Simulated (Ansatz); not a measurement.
A first, cheap relaxation of C$_{2}$H$_{7}$BOSi, SMILES `B/C=C/O[SiH3]`.

```yaml
crystal:
  periodic: [false, false, false]
  atoms:
    - {symbol: B, position_ang: [-0.313200, 2.012500, 1.771300]}
    - {symbol: C, position_ang: [-0.507700, 0.564700, 1.304600]}
    - {symbol: C, position_ang: [-0.068600, 0.150700, 0.118700]}
    - {symbol: O, position_ang: [-0.110400, -1.176100, -0.235100]}
    - {symbol: Si, position_ang: [0.413800, -1.787200, -1.773300]}
    - {symbol: H, position_ang: [-0.789000, 2.410900, 2.806300]}
    - {symbol: H, position_ang: [0.196600, 2.854200, 1.068100]}
    - {symbol: H, position_ang: [-0.958500, -0.113700, 1.963100]}
    - {symbol: H, position_ang: [0.463800, 0.859500, -0.497700]}
    - {symbol: H, position_ang: [-0.242100, -1.053800, -2.830600]}
    - {symbol: H, position_ang: [1.855200, -1.568800, -1.807600]}
    - {symbol: H, position_ang: [0.137000, -3.208000, -1.853800]}
basis:
  gaussian: {orbitals: def2-SVP}
hamiltonian: {xc: pbe, dispersion: d4}
relax: {f_tol: 0.03, max_steps: 200}
```

```sh
$ ansatz run in.yaml --threads 4 --pin off --events-out ev --progress --plain --max-ram 10444MiB
```

Output, abridged:

```
Functional definition: PBE
mean field -12771.56625745 eV, -469.3464030829 hartree, gradient 1.5e-5 eV, S^2 0.000000; 0 other end points of the search recorded, 0 dependent functions left out
relax step   1: F+E_penalty+E_count = -12771.78714907 eV  Δ(F+E_penalty+E_count) = +0.000e0 eV  max|allowed force component| = 2.325e0 eV/Å  Δτ_max = 0.0000 Å  (29 SCF iters, accepted)
mean field -12771.71995105 eV, -469.3520512182 hartree, gradient 2.2e-5 eV, S^2 0.000000; 0 other end points of the search recorded, 0 dependent functions left out
relax step   2: F+E_penalty+E_count = -12771.94062512 eV  Δ(F+E_penalty+E_count) = -1.535e-1 eV  max|allowed force component| = 1.100e0 eV/Å  Δτ_max = 0.1631 Å  (29 SCF iters, accepted)
mean field -12771.84705938 eV, -469.3567223633 hartree, gradient 2.0e-5 eV, S^2 0.000000; 0 other end points of the search recorded, 0 dependent functions left out
relax step   3: F+E_penalty+E_count = -12772.07041048 eV  Δ(F+E_penalty+E_count) = -1.298e-1 eV  max|allowed force component| = 6.118e-1 eV/Å  Δτ_max = 0.1145 Å  (30 SCF iters, accepted)
mean field -12771.85076272 eV, -469.3568584585 hartree, gradient 9.1e-6 eV, S^2 0.000000; 0 other end points of the search recorded, 0 dependent functions left out
relax step   4: F+E_penalty+E_count = -12772.07374942 eV  Δ(F+E_penalty+E_count) = -3.339e-3 eV  max|allowed force component| = 3.687e-1 eV/Å  Δτ_max = 0.0455 Å  (31 SCF iters, accepted)
mean field -12771.87517263 eV, -469.3577555062 hartree, gradient 8.9e-6 eV, S^2 0.000000; 0 other end points of the search recorded, 0 dependent functions left out
relax step   5: F+E_penalty+E_count = -12772.09711015 eV  Δ(F+E_penalty+E_count) = -2.336e-2 eV  max|allowed force component| = 1.113e-1 eV/Å  Δτ_max = 0.0616 Å  (31 SCF iters, accepted)
mean field -12771.87642258 eV, -469.3578014410 hartree, gradient 1.1e-5 eV, S^2 0.000000; 0 other end points of the search recorded, 0 dependent functions left out
relax step   6: F+E_penalty+E_count = -12772.09807231 eV  Δ(F+E_penalty+E_count) = -9.622e-4 eV  max|allowed force component| = 1.703e-2 eV/Å  Δτ_max = 0.0210 Å  (32 SCF iters, accepted)
mean field -12771.87642258 eV, -469.3578014410 hartree, gradient 1.3e-5 eV, S^2 0.000000; 1 other end points of the search recorded, 0 dependent functions left out
Total energy: -12772.09811428 eV, -469.3659484609 hartree
Atom 0 at    -0.348662     2.018288     1.741858 Å, force    -0.009652    -0.013180     0.013334 eV/Å
Atom 1 at    -0.513408     0.549271     1.372987 Å, force     0.003088     0.017028    -0.004617 eV/Å
Atom 2 at    -0.036582     0.111249     0.170230 Å, force    -0.007872    -0.001931     0.014652 eV/Å
Atom 3 at    -0.139342    -1.161633    -0.250596 Å, force     0.008791     0.009164    -0.014067 eV/Å
Atom 4 at     0.437719    -1.732373    -1.759965 Å, force    -0.000193    -0.006029    -0.003024 eV/Å
Atom 5 at    -0.762175     2.466850     2.795927 Å, force     0.003771     0.001204    -0.001618 eV/Å
Atom 6 at     0.211983     2.769582     0.958032 Å, force     0.001094     0.002142    -0.000025 eV/Å
Atom 7 at    -1.004076    -0.204852     2.013106 Å, force     0.000199     0.004381     0.002564 eV/Å
Atom 8 at     0.467122     0.822757    -0.518234 Å, force    -0.000705    -0.009147    -0.006375 eV/Å
Atom 9 at    -0.243933    -0.984194    -2.869998 Å, force     0.000014    -0.002832    -0.001497 eV/Å
Atom 10 at     1.923638    -1.526251    -1.838456 Å, force    -0.000205    -0.002907     0.000012 eV/Å
Atom 11 at     0.084615    -3.183793    -1.780890 Å, force     0.001672     0.002107     0.000662 eV/Å
Dipole moment:     0.161193    -0.444988    -0.556875 e Å
```

It took 8.5 s on 4 threads of an Arm Neoverse V1 on a shared host, with 0.15 GiB of host memory at the peak.
